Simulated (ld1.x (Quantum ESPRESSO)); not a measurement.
**An all-electron radial function and its pseudo partner (iron)**

Columns: radius, all-electron u(r) and pseudo u(r) of the 4s shell (level -5.78 eV) of iron in the configuration [Ar] 3d6 4s1.75 4p0.25; LDA (PZ), scalar-relativistic, TM scheme, ld1.x (Quantum ESPRESSO) 7.5.

```csv
r (bohr),all-electron,pseudo
0.148,-0.1538,-0.0217
0.295,-0.0423,-0.0445
0.443,0.1896,-0.0700
0.590,0.2789,-0.0994
0.738,0.2338,-0.1345
0.885,0.1162,-0.1762
1.033,-0.0273,-0.2260
1.180,-0.1673,-0.2831
1.328,-0.2923,-0.3470
1.475,-0.3957,-0.4134
1.623,-0.4781,-0.4782
1.770,-0.5398,-0.5352
1.918,-0.5841,-0.5805
2.065,-0.6129,-0.6114
2.213,-0.6290,-0.6287
2.360,-0.6346,-0.6345
2.508,-0.6316,-0.6316
2.655,-0.6220,-0.6220
2.802,-0.6071,-0.6071
2.950,-0.5880,-0.5880
3.098,-0.5659,-0.5659
3.245,-0.5419,-0.5419
3.393,-0.5164,-0.5164
3.540,-0.4902,-0.4902
3.688,-0.4635,-0.4635
3.835,-0.4371,-0.4371
```

How many radial nodes do the two functions have?

The all-electron 4s function has n − l − 1 = 3 (the table is too coarse to show those close to the nucleus); the pseudo-wave has 0, since the states of the same l below it are removed with the core.

At about which radius was the pseudo-wave matched?

2.50 bohr. The columns agree to 0.0005 from 2.21 bohr on; several derivatives are matched, so the curves merge somewhat inside the radius.

Where does each function peak?

Outermost all-electron maximum near 2.36 bohr, pseudo maximum near 2.36 bohr (to the table’s step).

Is the pseudo-wave norm-conserving?

Yes: the TM scheme keeps the norm inside the radius equal to the all-electron one, which fixes the energy derivative of the logarithmic derivative at the level.
